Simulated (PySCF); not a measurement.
## Orbital picture of LiGa

PBE0 at R = 2.882 Å; basis Li aug-cc-pVDZ, Ga aug-cc-pVDZ-PP with ECP10; scalar-relativistic core potentials; PySCF 2.14. State: triplet, unpaired electrons π ↑↑, a second solution, started from another occupation. Only the outer orbitals are listed, counted within each symmetry, core potentials removing the inner ones.

```json
{"spin": "α", "orbital": "4σ", "occ.": "1", "ε (eV)": "-22.00", "on Li (%)": "0", "main shells (%)": "100 Ga d"}
{"spin": "α", "orbital": "2π", "occ.": "1", "ε (eV)": "-21.96", "on Li (%)": "0", "main shells (%)": "100 Ga d"}
{"spin": "α", "orbital": "2π", "occ.": "1", "ε (eV)": "-21.96", "on Li (%)": "0", "main shells (%)": "100 Ga d"}
{"spin": "α", "orbital": "1δ", "occ.": "1", "ε (eV)": "-21.83", "on Li (%)": "0", "main shells (%)": "100 Ga d"}
{"spin": "α", "orbital": "1δ", "occ.": "1", "ε (eV)": "-21.83", "on Li (%)": "0", "main shells (%)": "100 Ga d"}
{"spin": "α", "orbital": "5σ", "occ.": "1", "ε (eV)": "-9.74", "on Li (%)": "10", "main shells (%)": "90 Ga s"}
{"spin": "α", "orbital": "3π", "occ.": "1", "ε (eV)": "-3.37", "on Li (%)": "25", "main shells (%)": "74 Ga p, 24 Li p"}
{"spin": "α", "orbital": "3π", "occ.": "1", "ε (eV)": "-3.37", "on Li (%)": "25", "main shells (%)": "74 Ga p, 24 Li p"}
{"spin": "α", "orbital": "6σ", "occ.": "0", "ε (eV)": "-3.08", "on Li (%)": "67", "main shells (%)": "68 Li s, 31 Ga p"}
{"spin": "α", "orbital": "7σ", "occ.": "0", "ε (eV)": "-1.58", "on Li (%)": "62", "main shells (%)": "52 Li p, 25 Ga p, 12 Ga s"}
{"spin": "α", "orbital": "4π", "occ.": "0", "ε (eV)": "-0.59", "on Li (%)": "85", "main shells (%)": "84 Li p, 16 Ga p"}
{"spin": "β", "orbital": "4σ", "occ.": "1", "ε (eV)": "-21.97", "on Li (%)": "0", "main shells (%)": "100 Ga d"}
{"spin": "β", "orbital": "2π", "occ.": "1", "ε (eV)": "-21.90", "on Li (%)": "0", "main shells (%)": "100 Ga d"}
{"spin": "β", "orbital": "2π", "occ.": "1", "ε (eV)": "-21.90", "on Li (%)": "0", "main shells (%)": "100 Ga d"}
{"spin": "β", "orbital": "1δ", "occ.": "1", "ε (eV)": "-21.72", "on Li (%)": "0", "main shells (%)": "100 Ga d"}
{"spin": "β", "orbital": "1δ", "occ.": "1", "ε (eV)": "-21.72", "on Li (%)": "0", "main shells (%)": "100 Ga d"}
{"spin": "β", "orbital": "5σ", "occ.": "1", "ε (eV)": "-8.56", "on Li (%)": "14", "main shells (%)": "86 Ga s"}
{"spin": "β", "orbital": "6σ", "occ.": "0", "ε (eV)": "-2.33", "on Li (%)": "66", "main shells (%)": "64 Li s, 35 Ga p"}
{"spin": "β", "orbital": "7σ", "occ.": "0", "ε (eV)": "-0.93", "on Li (%)": "66", "main shells (%)": "54 Li p, 17 Ga p, 16 Ga s"}
{"spin": "β", "orbital": "3π", "occ.": "0", "ε (eV)": "-0.93", "on Li (%)": "45", "main shells (%)": "55 Ga p, 43 Li p"}
```

Question: Which are the highest filled and the lowest empty level, where do they sit, and how wide is the gap?

Answer: Highest filled α 3π at -3.37 eV (in %: 74 Ga p, 24 Li p); lowest empty α 6σ at -3.08 eV (in %: 68 Li s, 31 Ga p); the gap at PBE0 is 0.29 eV.

| Property | Result |
| --- | --- |
| bond order (Mayer) | 1.19 |
| ⟨S²⟩ | 2.003 |
| charge on Li (Mulliken, basis-dependent) | 0.26 |
| charge on Li (Löwdin, basis-dependent) | 0.12 |
| dipole moment (positive dipole means Li(−)Ga(+)) | -5.44 D |

Spin–orbit coupling is left out.
